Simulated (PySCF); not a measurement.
silylphosphine anion (H₅PSi), SMILES [SiH3]P (connectivity only; charge and spin as stated), charge -1, multiplicity 2.

Geometry optimised at TPSSh-D3(BJ)/def2-SVPD. The spin state was assumed, not searched.

Calculation: TPSSh-D3(BJ)/def2-SVPD (PySCF).

Frequencies are harmonic and unscaled.

Estimate the vibrational spectrum. (The exact figures need the calculation; the answer reports its results.)


```json
[
 {"mode": "1", "ν (cm⁻¹)": "110", "IR (km/mol)": "0.5", "moving atoms (share of kinetic energy)": "H 97 %"},
 {"mode": "2", "ν (cm⁻¹)": "170", "IR (km/mol)": "10.4", "moving atoms (share of kinetic energy)": "P 48 %, Si 45 %"},
 {"mode": "3", "ν (cm⁻¹)": "321", "IR (km/mol)": "9.8", "moving atoms (share of kinetic energy)": "H 96 %"},
 {"mode": "4", "ν (cm⁻¹)": "369", "IR (km/mol)": "3.8", "moving atoms (share of kinetic energy)": "H 94 %"},
 {"mode": "5", "ν (cm⁻¹)": "563", "IR (km/mol)": "0.1", "moving atoms (share of kinetic energy)": "H 92 %"},
 {"mode": "6", "ν (cm⁻¹)": "585", "IR (km/mol)": "1.2", "moving atoms (share of kinetic energy)": "H 88 %"},
 {"mode": "7", "ν (cm⁻¹)": "856", "IR (km/mol)": "162.1", "moving atoms (share of kinetic energy)": "H 94 %"},
 {"mode": "8", "ν (cm⁻¹)": "952", "IR (km/mol)": "269.8", "moving atoms (share of kinetic energy)": "H 96 %"},
 {"mode": "9", "ν (cm⁻¹)": "972", "IR (km/mol)": "32.8", "moving atoms (share of kinetic energy)": "H 99 %"},
 {"mode": "10", "ν (cm⁻¹)": "1094", "IR (km/mol)": "18.8", "moving atoms (share of kinetic energy)": "H 97 %"},
 {"mode": "11", "ν (cm⁻¹)": "1733", "IR (km/mol)": "842.3", "moving atoms (share of kinetic energy)": "H 97 %"},
 {"mode": "12", "ν (cm⁻¹)": "2056", "IR (km/mol)": "191.7", "moving atoms (share of kinetic energy)": "H 98 %"},
 {"mode": "13", "ν (cm⁻¹)": "2062", "IR (km/mol)": "288.0", "moving atoms (share of kinetic energy)": "H 96 %"},
 {"mode": "14", "ν (cm⁻¹)": "2346", "IR (km/mol)": "97.8", "moving atoms (share of kinetic energy)": "H 97 %"},
 {"mode": "15", "ν (cm⁻¹)": "2355", "IR (km/mol)": "122.5", "moving atoms (share of kinetic energy)": "H 97 %"}
]
```
